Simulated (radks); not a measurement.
The numbers below are computed, except where a source is named.
Effect of the nuclear size on the zinc ion Zn+, [Ar] 3d10 4s1. Level of theory: Dirac Kohn-Sham, BLYP, spin-unpolarised, spherical densities, finite nucleus; Fermi nuclear charge, rms radius 3.9283 fm (a radial shooting solver on a logarithmic mesh with Libxc functionals). The rms radius is varied about that value; shifts are against it.

rms radius (fm),total energy shift (eV),density at nucleus (e/bohr^3),1s1/2 shift (meV),2s1/2 shift (meV),2p1/2 shift (meV),3s1/2 shift (meV)
3.3705,-0.0619,2.53e+04,-26.3,-2.52,0.208,-0.373
3.5355,-0.0445,2.524e+04,-18.9,-1.81,0.150,-0.268
3.9283,0,2.509e+04,0.000,0.000,0.000,0.000
4.1994,0.0333,2.499e+04,14.2,1.35,-0.112,0.201
4.5883,0.0847,2.487e+04,36.0,3.45,-0.285,0.511

Slopes of the eigenvalues against <r^2> in GHz/fm^2, as finite differences over the two radii next to the reference (eigenvalue slopes, not the field-shift constants of lines): 1s1/2 1560, 2s1/2 149, 2p1/2 -12.3, 3s1/2 22.1.
